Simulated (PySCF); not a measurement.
**Working out the ionisation energy of Ga**

Ga [Ar] 3d10 4s2 4p1 (2P) → Ga⁺ [Ar] 3d10 4s2 (1S). All numbers are calculated (PySCF 2.14, scalar relativity through the core potential, in aug-cc-pVDZ-PP with ECP10MDF). Frozen: 3s2 3p6 3d10. Energies in hartree (1 hartree = 27.21139 eV):

| part | Ga (lower) | Ga⁺ (upper) |
| --- | --- | --- |
| UHF | -258.291230 | -258.088334 |
| CCSD correlation | -0.043398 | -0.035418 |
| (T) | -0.000541 | 0.000000 |

**Question.** What does Hartree-Fock give?

**Answer.** (-258.088334) − (-258.291230) = 0.202896 hartree = 5.521 eV.

**Question.** What do CCSD and CCSD(T) give?

**Answer.** The CCSD correlation energies differ by 0.007980 hartree = 0.217 eV and the triples by 0.000541 hartree = 0.015 eV, so CCSD gives 5.738 eV and CCSD(T) 5.753 eV.

Measured between the centres of the two terms (NIST): 5.931 eV, so CCSD(T) (valence) is off by -0.178 eV.

A double-zeta basis recovers only part of the correlation energy.

What remains against the reference includes basis incompleteness, the frozen core and higher excitations.
